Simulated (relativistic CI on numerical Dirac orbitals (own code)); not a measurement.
## Ligand-field terms of d7

Computed with a parametric ligand-field model of a d^n configuration (Racah B and C, spin-orbit zeta, crystal field), exact diagonalisation.

Field parameters in Wybourne normalisation: Oh B⁴₀ = 21Dq, B⁴₄ = √(5/14) B⁴₀. The field is a parameter set, without covalency.

B = 850 cm⁻¹, C = 3010 cm⁻¹ (C/B = 3.54), Oh, no spin-orbit coupling. Tanabe-Sugano data, E/B above the lowest term (Δ = |10Dq|; b, c mark the second and third term of a kind):

| Δ/B | 4T1 | 4T2 | 4A2 | 2E | 2T2 | 2T1 | 2T1(b) |
| --- | --- | --- | --- | --- | --- | --- | --- |
| 1.0 | 0.00 | 0.81 | 1.81 | 14.92 | 15.00 | 15.20 | 19.83 |
| 3.0 | 0.00 | 2.49 | 5.49 | 14.03 | 15.57 | 15.79 | 20.22 |
| 5.0 | 0.00 | 4.22 | 9.22 | 12.39 | 15.90 | 15.96 | 20.55 |
| 7.0 | 0.00 | 6.00 | 13.00 | 10.55 | 16.08 | 15.98 | 20.83 |
| 9.0 | 0.00 | 7.82 | 16.82 | 8.63 | 16.17 | 15.93 | 21.06 |
| 11.0 | 0.00 | 9.66 | 20.66 | 6.69 | 16.21 | 15.87 | 21.25 |
| 13.0 | 0.00 | 11.53 | 24.53 | 4.73 | 16.22 | 15.80 | 21.41 |
| 15.0 | 0.00 | 13.42 | 28.42 | 2.76 | 16.21 | 15.73 | 21.54 |
| 17.0 | 0.00 | 15.32 | 32.32 | 0.78 | 16.20 | 15.67 | 21.65 |
| 19.0 | 1.20 | 18.43 | 37.43 | 0.00 | 17.38 | 16.81 | 22.95 |
| 21.0 | 3.18 | 22.34 | 43.34 | 0.00 | 19.35 | 18.74 | 25.01 |
| 23.0 | 5.17 | 26.26 | 49.26 | 0.00 | 21.31 | 20.68 | 27.06 |
| 25.0 | 7.15 | 30.18 | 55.18 | 0.00 | 23.28 | 22.62 | 29.10 |
| 27.0 | 9.14 | 34.12 | 61.12 | 0.00 | 25.25 | 24.57 | 31.14 |
| 29.0 | 11.13 | 38.05 | 67.05 | 0.00 | 27.22 | 26.52 | 33.17 |
| 31.0 | 13.12 | 42.00 | 73.00 | 0.00 | 29.19 | 28.48 | 35.20 |
| 33.0 | 15.11 | 45.95 | 78.95 | 0.00 | 31.17 | 30.44 | 37.23 |
| 35.0 | 17.10 | 49.90 | 84.90 | 0.00 | 33.15 | 32.40 | 39.25 |
| 37.0 | 19.09 | 53.86 | 90.86 | 0.00 | 35.12 | 34.36 | 41.27 |
| 39.0 | 21.08 | 57.82 | 96.82 | 0.00 | 37.10 | 36.33 | 43.28 |
| 41.0 | 23.08 | 61.79 | 102.79 | 0.00 | 39.08 | 38.30 | 45.30 |
| 43.0 | 25.07 | 65.75 | 108.75 | 0.00 | 41.06 | 40.27 | 47.31 |
| 45.0 | 27.06 | 69.72 | 114.72 | 0.00 | 43.04 | 42.24 | 49.32 |
| 47.0 | 29.06 | 73.69 | 120.69 | 0.00 | 45.03 | 44.22 | 51.33 |

The ground term changes from 4T1 to 2E between Δ/B = 17.0 and 19.0.
